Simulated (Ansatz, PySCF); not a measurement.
(Z)-2-chloro-3-fluorobut-2-ene (C4H6ClF), SMILES C/C(F)=C(\C)Cl. Atoms are numbered in the order given.

```xyz
12

C      0.3831     2.2806     0.0000
C     -0.2090     0.9194     0.0000
F     -1.5441     0.9509     0.0000
C      0.4234    -0.2626     0.0000
C      1.8942    -0.4984     0.0000
Cl    -0.5355    -1.7121     0.0000
H      0.0402     2.8375     0.8868
H      0.0402     2.8375    -0.8868
H      1.4782     2.2619     0.0000
H      2.1886    -1.0818     0.8867
H      2.4614     0.4410     0.0000
H      2.1886    -1.0818    -0.8867
```
Charge 0, spin multiplicity 1.

Coordinates come from a PBE0-D3(BJ)/def2-SVP optimisation.

Two levels are set side by side: PBE-D3(BJ)/def2-SVP (Ansatz, a first-principles code) and PBE0-D3(BJ)/def2-SVP (Ansatz). Each level has its own optimised geometry; the coordinates shown are those of the second. Frequencies come from the Hessian of PySCF at each geometry. Differences are taken from unrounded values.

```json
[
 {"quantity": "mean bond length (Å)", "PBE0-D3(BJ)": "1.272", "PBE-D3(BJ)": "1.281", "PBE-D3(BJ) minus PBE0-D3(BJ)": "0.010"},
 {"quantity": "bond C1–C2 (Å)", "PBE0-D3(BJ)": "1.484", "PBE-D3(BJ)": "1.492", "PBE-D3(BJ) minus PBE0-D3(BJ)": "0.007"},
 {"quantity": "bond C2–F3 (Å)", "PBE0-D3(BJ)": "1.335", "PBE-D3(BJ)": "1.351", "PBE-D3(BJ) minus PBE0-D3(BJ)": "0.015"},
 {"quantity": "bond C2–C4 (Å)", "PBE0-D3(BJ)": "1.340", "PBE-D3(BJ)": "1.354", "PBE-D3(BJ) minus PBE0-D3(BJ)": "0.013"},
 {"quantity": "bond C4–C5 (Å)", "PBE0-D3(BJ)": "1.490", "PBE-D3(BJ)": "1.496", "PBE-D3(BJ) minus PBE0-D3(BJ)": "0.006"},
 {"quantity": "bond C4–Cl6 (Å)", "PBE0-D3(BJ)": "1.738", "PBE-D3(BJ)": "1.752", "PBE-D3(BJ) minus PBE0-D3(BJ)": "0.014"},
 {"quantity": "bond C1–H7 (Å)", "PBE0-D3(BJ)": "1.102", "PBE-D3(BJ)": "1.111", "PBE-D3(BJ) minus PBE0-D3(BJ)": "0.009"},
 {"quantity": "bond C1–H8 (Å)", "PBE0-D3(BJ)": "1.102", "PBE-D3(BJ)": "1.111", "PBE-D3(BJ) minus PBE0-D3(BJ)": "0.009"},
 {"quantity": "bond C1–H9 (Å)", "PBE0-D3(BJ)": "1.095", "PBE-D3(BJ)": "1.104", "PBE-D3(BJ) minus PBE0-D3(BJ)": "0.009"},
 {"quantity": "bond C5–H10 (Å)", "PBE0-D3(BJ)": "1.101", "PBE-D3(BJ)": "1.110", "PBE-D3(BJ) minus PBE0-D3(BJ)": "0.009"},
 {"quantity": "bond C5–H11 (Å)", "PBE0-D3(BJ)": "1.097", "PBE-D3(BJ)": "1.106", "PBE-D3(BJ) minus PBE0-D3(BJ)": "0.009"},
 {"quantity": "bond C5–H12 (Å)", "PBE0-D3(BJ)": "1.101", "PBE-D3(BJ)": "1.110", "PBE-D3(BJ) minus PBE0-D3(BJ)": "0.009"},
 {"quantity": "highest harmonic wavenumber (cm⁻¹)", "PBE0-D3(BJ)": "3207", "PBE-D3(BJ)": "3109", "PBE-D3(BJ) minus PBE0-D3(BJ)": "-98"},
 {"quantity": "mean harmonic wavenumber (cm⁻¹)", "PBE0-D3(BJ)": "1341", "PBE-D3(BJ)": "1294", "PBE-D3(BJ) minus PBE0-D3(BJ)": "-47"},
 {"quantity": "zero-point energy (kcal/mol)", "PBE0-D3(BJ)": "57.52", "PBE-D3(BJ)": "55.52", "PBE-D3(BJ) minus PBE0-D3(BJ)": "-2.00"}
]
```

Exact exchange shortens and stiffens bonds; PBE has none. Differences between two approximate levels are no errors against the true value.
